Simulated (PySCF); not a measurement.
Two-component Hartree-Fock for Zn²¹⁺ (zinc, charge +21)

Start: [He] 2s2 2p5; 2p1/2 filled at m_j = -1/2, +1/2; 2p3/2 filled at m_j = -1/2, +1/2, +3/2. Calculated with PySCF 2.14 in an uncontracted even-tempered set (18 s from 5.6 bohr⁻², ratio 2.4; 12 p from 7.3 bohr⁻², ratio 2.4; 5 d from 31 bohr⁻², ratio 2.6; 5 f from 46 bohr⁻², ratio 2.6): generalised Hartree-Fock with the X2C-1e Hamiltonian and a Gaussian nucleus; one run each with spin-orbit coupling (SO) switched off, then screened by Boettger's factors.

| spinor shell | electrons | ε, spin-free (eV) | ε, screened SO (eV) | weight of nominal j (screened SO) | rms radius, screened SO (bohr) |
| --- | --- | --- | --- | --- | --- |
| 1s1/2 | 2 | -10716.9 | -10716.0 | 1.000 | 0.0579 |
| 2s1/2 | 2 | -2119.6 | -2119.3 | 1.000 | 0.237 |
| 2p1/2 | 2 | -1974.4 | -1991.4 | 0.967 | 0.208 |
| 2p3/2 | 3 | -1974.4 | -1965.8 | 0.978 | 0.211 |

| quantity | spin-free | screened SO |
| --- | --- | --- |
| E (hartree) | -1500.18084 | -1500.52919 |
| M_J | 3/2 | 3/2 |
| ⟨J²⟩ | 3.750 | 3.750 |
| ⟨L²⟩ | 2.000 | 2.001 |
| ⟨S²⟩ | 0.750 | 0.751 |

Each row is a mean over spinors that exchange with the open shell spreads, by up to 22.890 eV (2s1/2).

Without spin-orbit coupling the j labels of p, d and f shells carry no meaning; the spin-free column gives the mean over the occupied spinors of each nl shell.
